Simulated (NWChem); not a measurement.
System: MnHOCl, sextet; SMILES [OH][Mn][Cl]

```xyz
4

Mn     0.0183    -0.4000     0.0000
Cl    -0.0182     1.7867     0.0000
O     -0.0929    -2.1875     0.0000
H      0.5951    -2.8727     0.0000
```
Atoms are numbered in this order, from 1.

Computed with NWChem. Spin-unrestricted. Medium grid unless said otherwise, to which SCAN and Minnesota functionals are sensitive. Coordinates come from a PBE-D3(BJ)/def2-SVP, spin-unrestricted optimisation. The spin multiplicity was typed, not searched, and may not be the lowest. No stability test was run on the SCF state. Total energies of different functionals are on different scales.

```
level                                  energy (Ha)  highest occupied level (eV)  lowest empty minus highest occupied level, either spin (eV)  dipole (D)  <S²>
-------------------------------------  -----------  ---------------------------  -----------------------------------------------------------  ----------  ----
B3LYP/def2-TZVP                         -1687.2283                        -7.49                                                         4.44        2.55  8.76
PBE/def2-TZVP                           -1686.6816                        -5.97                                                         2.13        2.60  8.76
MPW1K/def2-TZVP                         -1687.2394                        -9.04                                                         7.51        2.51  8.77
TPSS/def2-TZVP                          -1687.2489                        -6.06                                                         2.39        2.63  8.76
LDA (Slater exchange, VWN5)/def2-TZVP   -1682.8158                        -6.13                                                         1.89        2.63  8.76
PBE0/def2-TZVP                          -1686.7419                        -7.81                                                         5.40        2.54  8.77
M05-2X/def2-TZVP                        -1687.1060                        -9.66                                                         6.98        2.44  8.76
HCTH/407/def2-TZVP                      -1687.7030                        -6.30                                                         1.36        2.57  8.76
```
